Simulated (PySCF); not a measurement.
LDA on Si⁻ (silicon, charge -1), [Ne] 3s2 3p3, high-spin 4S determinant. All numbers are calculated (PySCF 2.14, no relativity, point nucleus, in aug-cc-pV(T+d)Z with one added diffuse shell each of s, p, d, f type (7s6p5d3f, 71 functions)).

```
cycle= 1 E= -288.270523046959  delta_E= -0.0106  |g|= 0.0468  |ddm|= 0.359
cycle= 2 E= -288.270697967555  delta_E= -0.000175  |g|= 0.0237  |ddm|= 0.0591
cycle= 3 E= -288.270760543537  delta_E= -6.26e-05  |g|= 0.00653  |ddm|= 0.0446
cycle= 4 E= -288.270818388038  delta_E= -5.78e-05  |g|= 0.00105  |ddm|= 0.0285
cycle= 5 E= -288.270820297197  delta_E= -1.91e-06  |g|= 5.33e-05  |ddm|= 0.00476
cycle= 6 E= -288.270820302083  delta_E= -4.89e-09  |g|= 2.07e-06  |ddm|= 0.000223
cycle= 7 E= -288.270820302093  delta_E= -1e-11  |g|= 2.53e-07  |ddm|= 1.11e-05
converged SCF energy = -288.270820302093  <S^2> = 3.7505883  2S+1 = 4.0002941
```

Highest occupied orbital energy: 1.000 eV; ⟨L²⟩ = 0.00; populations by l: s 6.00, p 9.00, d 0.00, f 0.00.

(1) Can this result be used?

## Answers

(1) With care. The calculation finished and met its thresholds. At LDA the highest occupied level has a positive energy, so only the finite basis holds that electron; in a semilocal or global hybrid functional this comes from self-interaction and does not mean that the real anion is unbound.
